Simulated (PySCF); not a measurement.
**From computed data to an observable: oscillator strength and radiative lifetime**

CHBrClF, SMILES F[C@H](Cl)Br.

Geometry optimised at B3LYP-D3(BJ)/def2-SVP.

PySCF with TDA-PBE/def2-SVPD puts the first singlet state with f over 0.02 at 6.04 eV (vertical), with the transition dipole (-0.425, 0.003, 0.035) in atomic units.

Task: Find the oscillator strength, the wavelength and the radiative lifetime that this transition would have in vacuum if emission retraced absorption.

Result: 
|μ|² = 0.1819 au, so |μ| = 1.08 D. ΔE = 6.04/27.211 = 0.2220 hartree. f = (2/3) ΔE |μ|² = 0.027 (the program prints 0.027).
λ = 1239.84/6.04 = 205 nm; ν = 48716 cm⁻¹.
Einstein's coefficient A = 0.6670 ν² f s⁻¹ (ν in cm⁻¹) = 4.3e7 s⁻¹, so τ = 1/A = 23 ns. This state is S3; the lower singlets have f = 0.013, 0.001. The figure is the radiative limit of this one transition; relaxation, internal conversion, crossing to triplets and a medium change what is measured.
